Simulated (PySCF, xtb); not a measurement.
C₃H₁₀BNO, SMILES CCNB(O)C.

The structure is a stationary point at B3LYP-D3(BJ)/def2-SVP. One conformer was computed; it need not be the lowest.

These are PySCF 2.14.0 with IEF-PCM-B3LYP/def2-SVP values and carry that method's errors.

The values are the electrostatic part of the solvation free energy, E(continuum) − E(gas) at the gas-phase geometry, in a cavity of scaled van der Waals radii (PySCF's table); cavitation and dispersion terms are not included. In vacuum the orbital gap is 7.69 eV. The dipole moment in vacuum is 0.76 D.

Computed values in water (ε = 78.36), chlorobenzene (ε = 5.70), acetone (ε = 20.49):
| solvent | ε | ΔG(elec) (kcal/mol) | dipole (D) | gap (eV) |
|---|---|---|---|---|
| water | 78.36 | -4.4 | 1.04 | 7.91 |
| chlorobenzene | 5.70 | -3.2 | 0.95 | 7.86 |
| acetone | 20.49 | -4.1 | 1.02 | 7.90 |

For comparison, GFN2-xTB/ALPB(water) (xtb, at the GFN2-xTB geometry, all terms of that model) gives -4.6 kcal/mol.
